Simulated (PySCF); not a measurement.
Two species compared at the same levels of theory.

First species: C₄H₉ClO₂Si₂.
SMILES: `CO[SiH2]/C=C(/C=O)[SiH2]Cl`

Second species: C4H9ClO2Si2.
Cartesian coordinates in Å at the GFN2-xTB level; atoms count from 1:
```xyz
18
C4H9ClO2Si2 angstrom
C      1.0882    2.9224   -1.2317
C      0.9439    1.9825   -0.4962
Si     0.6711    0.5267    0.6227
O     -0.6777   -0.2639    0.2228
C     -1.9865    0.2176    0.0940
C     -2.7834   -0.7138   -0.8063
O      1.8484   -0.5630    0.4064
Si     2.7239   -1.6761   -0.3538
Cl     4.6312   -1.0967   -0.1708
H      1.2253    3.7446   -1.8743
H      0.7455    0.8994    2.0302
H     -2.4437    0.2701    1.0897
H     -1.9698    1.2311   -0.3241
H     -2.3211   -0.7607   -1.7887
H     -3.8021   -0.3506   -0.9083
H     -2.8001   -1.7145   -0.3829
H      2.3798   -1.7230   -1.7681
H      2.5184   -2.9260    0.3629
```

Levels: PBE0/pcSseg-1 for dipole moment, HOMO energy, LUMO energy and HOMO–LUMO gap; GFN2-xTB for rotational constant A and rotational constant C. Geometries: GFN2-xTB. Each species is one conformer at its optimised geometry, gas phase, non-relativistic unless stated; the electronic structure was computed with PySCF and density fitting.

Dipoles, sizes and rotational constants follow the conformer. The torsions of the flexible species, by atom-mapped SMILES:
- `[CH3:1][O:2][SiH2:3]/[CH:4]=[C:5](/[CH:6]=[O:7])[SiH2:8][Cl:9]`: C1–O2–Si3–C4 -171°, O2–Si3–C4–C5 35°, C4–C5–C6–O7 167°, C4–C5–Si8–Cl9 45°
- `[CH:1]#[C:2][Si@@H:3]([O:4][CH2:5][CH3:6])[O:7][SiH2:8][Cl:9]`: C2–Si3–O4–C5 -55°, Si3–O4–C5–C6 158°, C2–Si3–O7–Si8 -67°, Si3–O7–Si8–Cl9 129°

Values for the first species:

```
Dipole moment         : 3.63 D
HOMO energy           : -7.60 eV
LUMO energy           : -2.39 eV
HOMO–LUMO gap         : 5.21 eV
Rotational constant A : 1.306 GHz
Rotational constant C : 0.552 GHz
```

Q: Estimate the same properties for the second species, and the change in each.

A: 
| property | first | second | second less first |
| --- | --- | --- | --- |
| dipole moment | 3.63 D | 3.00 D | -0.63 D |
| HOMO energy | -7.60 eV | -8.46 eV | -0.86 eV |
| LUMO energy | -2.39 eV | -0.30 eV | +2.09 eV |
| HOMO–LUMO gap | 5.21 eV | 8.16 eV | +2.95 eV |
| rotational constant A | 1.306 GHz | 1.551 GHz | +0.245 GHz |
| rotational constant C | 0.552 GHz | 0.401 GHz | -0.151 GHz |

On the first: The dipole matches unit charges of opposite sign 0.76 Å apart (1 e·Å = 4.8032 D).

On the second: In atomic units the dipole is 1.18 e·bohr (1 au = 2.5417 D). A dipole of 3.00 D is allowed in C1, and pure rotational transitions are dipole-allowed.
